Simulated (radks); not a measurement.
Results of a calculation; reference values are marked as such.
Task: These are the eigenvalues of the occupied orbitals of an atom or ion with whole-number occupations (eV). Level of theory: Dirac Kohn-Sham, exchange-only PBE, spin-unpolarised, spherical densities, finite nucleus; Fermi nuclear charge, rms radius of each element as measured or else 0.836 A^(1/3) + 0.57 fm (a radial shooting solver on a logarithmic mesh with Libxc functionals).

orbital  eigenvalue
1s1/2     -31604.61
2s1/2     -4843.987
2p1/2     -4538.629
2p3/2     -4264.103
3s1/2     -962.7550
3p1/2     -837.1854
3p3/2     -786.0285
3d3/2     -564.4685
3d5/2     -553.7693
4s1/2     -162.8666
4p1/2     -119.7193
4p3/2     -109.9969
4d3/2      -41.2173
4d5/2      -39.7516
5s1/2      -14.0970
5p1/2       -5.5775
5p3/2       -4.8086

Which element is it, and in what charge state? The configuration may be excited. Open shells, if any, fill j = l - 1/2 first.

Result: Z = 52, tellurium, charge 0: Te in [Kr] 4d10 5s2 5p4. The list shows which subshells hold electrons but not how many an open one holds; the 1s level, -1161.4 hartree, gives Z - s = 48.2 by -(Z - s)^2/2, which with screening and relativity narrows Z to a few neighbours, and the depths of the outer levels then fix element, charge and occupations together.
